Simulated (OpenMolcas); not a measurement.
## Mn⁵⁺: effect of the basis set

| Quantity | Value |
| --- | --- |
| Program | OpenMolcas 26.06 |
| Method | SS-CASPT2, IPEA 0.25 Eh, imaginary shift 0.1 Eh (closed shells correlated: 3s 3p) |
| Active space | 2 electrons in 10 orbitals (3d 4d) |
| State averaging | 2S+1 = 3 even, 10 roots; 2S+1 = 1 even, 15 roots |
| Spin-orbit coupling | RASSI with atomic mean-field integrals over the reference wave functions, term energies averaged over their components |

A. ANO-RCC-VTZP [6s5p3d2f1g], DKH2, point nucleus; CASPT2 step of the order of 60 core-seconds
B. ANO-R2 [7s4p4d2f1g], X2C, finite nucleus; CASPT2 step of the order of 70 core-seconds
C. ANO-RCC-VQZP [7s6p4d3f2g1h], DKH2, point nucleus; CASPT2 step about 100 core-seconds

Energies in cm-1 above 3d2 3F2, the measured ground level; measured values from Corliss and Sugar, J. Phys. Chem. Ref. Data 6, 1253 (1977).

```csv
Level,A,B,C,Measured
3d2 3F2,0.0,0.0,0.0,0.0
3d2 3F3,760,746,736,746
3d2 3F4,1716,1685,1663,1669
3d2 1D2,15600,15310,15280,15336
3d2 3P0,18750,18500,18610,17782
3d2 3P1,19020,18760,18870,18057
3d2 3P2,19610,19340,19440,18628
3d2 1G4,26430,26320,25940,25511
3d2 1S0,61220,60720,60700,
```

Deviations, from unrounded energies. A percentage is the sum of absolute deviations over the sum of measured energies, with the sign that they share, or ± where signs differ.

| Against measurement | Levels | A | B | C |
| --- | --- | --- | --- | --- |
| mean absolute deviation (cm-1) | 7 | 590 | 430 | 420 |
| fine structure of the ground term (%) | 2 | +2.5 | ±0.7 | -0.7 |
| other terms of the ground configuration (%) | 5 | +4.3 | ±3.1 | ±3.1 |

B, C lie about equally close to measurement and A furthest from it. The largest miss of C in the table is 3d2 3P0, by +830 cm-1. The ranking rests on the paired levels alone, and a cruder setting can come out closer through cancelling errors.

The two smallest mean deviations differ by little beside CASPT2's spread within terms, so their order carries little weight.

Among A to C the level of the table that moves most is 3d2 1S0, by 520 cm-1 (lowest in C, highest in A). Moves below CASPT2's spread within the term are not significant.

Term energies are means over components that CASPT2 splits; among the terms shown or strongly mixed into the levels shown the widest spread is 780 cm-1 (3d2 3F, B). Active for correlation alone: 4d; no level in the range computed is led by a configuration that fills it, so any true level of that kind is missing. Measured partners are found by configuration, term and J. A level has none where our copy of the source lacks it or the pairing is in doubt (some pairs that miss far off the trend of their configuration count as doubtful), and it then counts in no deviation. Only configurations of the active space appear.
